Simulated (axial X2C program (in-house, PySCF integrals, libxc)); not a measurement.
**Potential curves of BTe⁺, two-component**

All values were computed with an in-house all-electron X2C program for linear molecules (integrals from PySCF). Two-component (2c) means X2C with spin–orbit coupling and atomic mean-field two-electron Coulomb and Gaunt terms. Basis: Te dyall-cv3z [11s12p8d4f1g], B dyall-v3z [7s6p2d1f] (cores contracted in-house); Gaussian nuclei, density fitting, unrestricted open shells. Masses: Te 129.906 u, B 11.009 u.

State: Ω = 2 (⟨Sz⟩ = 0.99, ⟨Lz⟩ = 1.01 at HF). Energies in kJ/mol from the fragments at the same level (Te+ + B for HF; Te + B+ for B97-3). Fits are polynomials in 1 − R0/R over 0.85 to 1.23 times the lowest point R0.

| R (Å) | HF | B97-3 |
| --- | --- | --- |
| 1.7983 | -61.75 | -189.74 |
| 1.8810 | -113.01 | -240.29 |
| 1.9430 | -134.72 | -261.80 |
| 2.0050 | -145.99 | -272.83 |
| 2.0670 | -149.68 | -276.00 |
| 2.1393 | -147.47 | -272.54 |
| 2.2117 | -140.92 | -263.85 |
| 2.3047 | -129.38 | -248.29 |
| 2.4184 | -113.93 | -226.60 |
| 2.5838 | -92.69 | -196.01 |

The state is one determinant whose occupation by symmetry is held fixed; it was picked as the lowest of a PBE0 search that is not exhaustive. De is counted from the lowest determinant-based energies of the atoms at the same level, without counterpoise correction. Density functionals use the spin component along the axis (collinear). PBE0 can misorder states that lie within some tenths of an eV, so this need not be the ground state of the molecule. The nearest other 2c determinant of the search, Ω = 1, lies 0.13 eV up at the distance of the search. The functionals have no current-density term, which raises determinants with orbital currents, atoms included. With several unpaired electrons one determinant need not be a pure state. Open-shell Ω = 0 determinants with evenly filled partner blocks cannot be reached by this program, so the Ω shown need not be the lowest component.

Fit the HF curve near its minimum: give the equilibrium distance, the harmonic wavenumber and the well depth.

At HF, 2c: Re = 2.076 Å, ωe ≈ 597 cm⁻¹, De = 1.55 eV to Te+ + B; Be follows as 0.386 cm⁻¹.

Fit the B97-3 curve near its minimum: give the equilibrium distance, the harmonic wavenumber and the well depth.

At B97-3, 2c: Re = 2.067 Å, ωe ≈ 644 cm⁻¹, De = 2.86 eV to Te + B+; Be follows as 0.389 cm⁻¹.
